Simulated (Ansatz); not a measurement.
Cost and result for the atomization energy of ClH₅SiSn (`[SiH3][SnH2][Cl]`) (8 atoms, 7 bonds).

The species carries charge 0 and has multiplicity 1. Correlated methods include outer-core shells of Sn, which these sets cover unevenly. Sn: def2 effective core potential. The geometry is a stationary point of PBE0-D4/def2-TZVP. Program: Ansatz. All runs use 2 threads of a server CPU on a shared host. Times are those of one run each, without the atoms' runs, and a repeat can differ threefold. Electronic energies, without spin–orbit coupling; frozen cores. CCSD(T)/CBS adds CCSD(T) − MP2 in def2-TZVPP to the MP2 limit, and its time is that of the two runs behind it. T1 = 0.012. With those shells the extrapolation isn't a true limit. B3LYP takes the VWN-RPA correlation (the form of Gaussian; ORCA's B3LYP/G). HSE06 is the plane-wave form, built on full-range PBE exchange.

CCSD(T)/CBS is a level of theory with its own doubt, some kJ/mol a heavy atom from the limit and from the frozen cores, so smaller differences don't rank the functionals.

```tsv
level	functions	wall time	atomization (kJ/mol)	difference from CCSD(T)/CBS	per bond
LDA (SPW92)/def2-TZVPP	204	2 s	2291.6	206.8	29.5
PBE-D4/def2-TZVPP (with forces)	204	4.1 s	2032.9	-51.9	-7.4
CCSD(T)/def2-SVP	87	4.4 s	1907.3	-177.5	-25.4
PBE0-D4/def2-TZVPP	204	5.5 s	2032.8	-52.0	-7.4
HSE06-D4/def2-TZVPP	204	6 s	2032.5	-52.3	-7.5
r2SCAN-D4/def2-TZVPP (with forces)	204	7 s	2062.5	-22.3	-3.2
B3LYP-D4/def2-TZVPP (with forces)	204	8 s	2051.0	-33.8	-4.8
B2PLYP/def2-TZVPP	204	9 s	2019.9	-64.9	-9.3
B97M-V/def2-TZVPP	204	11 s	2108.0	23.2	3.3
ωB97X-V/def2-TZVPP	204	12 s	2093.5	8.7	1.2
MP2/def2-QZVPP	372	22 s	2023.6	-61.2	-8.8
CCSD(T)/def2-TZVPP	204	80 s	2021.8	-63.0	-9.0
CCSD(T)/CBS(def2)	–	100 s	2084.8	0.0	0.0
```

In def2-TZVPP, CCSD(T) changes the Hartree–Fock value by +478.8 kJ/mol (the triples alone add +22.4 kJ/mol) and MP2 by +442.7 kJ/mol; breaking electron pairs costs correlation energy, which Hartree–Fock lacks. The D4 term adds +28.9 kJ/mol with B3LYP and +15.2 kJ/mol with PBE0; it sums over pairs of atoms, weighted by their polarisabilities, and B3LYP, whose exchange is more repulsive, gets the larger term. From BLYP to BHLYP (50 % exact exchange), in def2-TZVPP and without D4, the atomization energy moves by +27.2 kJ/mol.

Spin–orbit coupling would lower the free Sn atoms strongly, and the atomization energy with them, by more than many differences here. For some Ge, Se and Sn compounds the MP2-based and the directly extrapolated limit differ by 10 to 25 kJ/mol.
